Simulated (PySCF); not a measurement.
Computed IR spectrum (relative IR intensity) of a molecule C2H7AlClN. The structure is a stationary point at PBE-D3(BJ)/def2-SVP. Other conformers were not sampled. Method: PBE-D3(BJ)/def2-SVP (PySCF 2.14.0). Frequencies are harmonic and unscaled.

Lines under 2 % of the strongest are left out, and lines within 2 cm⁻¹ are merged.

```tsv
ν (cm⁻¹)	relative intensity
169	2.0
240	2.3
287	9.9
363	19
399	60
445	9.2
592	9.7
687	100
827	49
904	3.3
933	4.2
1012	9.3
1424	2.0
1431	3.5
1471	23
2953	9.6
2959	19
3003	3.8
3036	12
3051	10
3502	14
3595	12
```

Problem. Pick the molecule that these values belong to.
A. C[CH2][Al]([NH2])[Cl]
B. C[NH][Al]([CH3])[Cl]
C. C[N](C)[AlH][Cl]

Solution. A, C[CH2][Al]([NH2])[Cl]
